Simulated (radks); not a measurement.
All-electron atom: the mercury ion Hg47+ in [Ar] 3d10 4s2 4p3. All-electron calculation, Dirac Kohn-Sham, LB94 model potential, spin-unpolarised, spherical densities, finite nucleus; open shells fill j = l - 1/2 first; Fermi nuclear charge, rms radius 5.4648 fm. Program: a radial shooting solver on a logarithmic mesh with Libxc functionals. Some entries of the table are withheld. Estimate them.

orbital  occ.  eigenvalue (eV)  <r> (bohr)  <1/r> (bohr^-1)
1s1/2       2        -85714.10     0.01657            97.59
2s1/2       2        -17191.73     0.06905              (1)
2p1/2       2        -16616.96     0.05671              (2)
2p3/2       4        -14649.21     0.06535              (3)
3s1/2       2        -5835.984      0.1774              (4)
3p1/2       2        -5578.890      0.1675            8.890
3p3/2       4        -5128.907      0.1823            7.696
3d3/2       4        -4708.741      0.1581            7.590
3d5/2       6        -4610.743      0.1626            7.320
4s1/2       2        -2806.486      0.3545            4.338
4p1/2       2        -2695.845      0.3496              (5)
4p3/2       1        -2545.283      0.3713              (6)

Answer. 
(1) 2s1/2 <1/r> (bohr^-1): 24.08
(2) 2p1/2 <1/r> (bohr^-1): 24.07
(3) 2p3/2 <1/r> (bohr^-1): 19.48
(4) 3s1/2 <1/r> (bohr^-1): 8.961
(5) 4p1/2 <1/r> (bohr^-1): 4.278
(6) 4p3/2 <1/r> (bohr^-1): 3.860
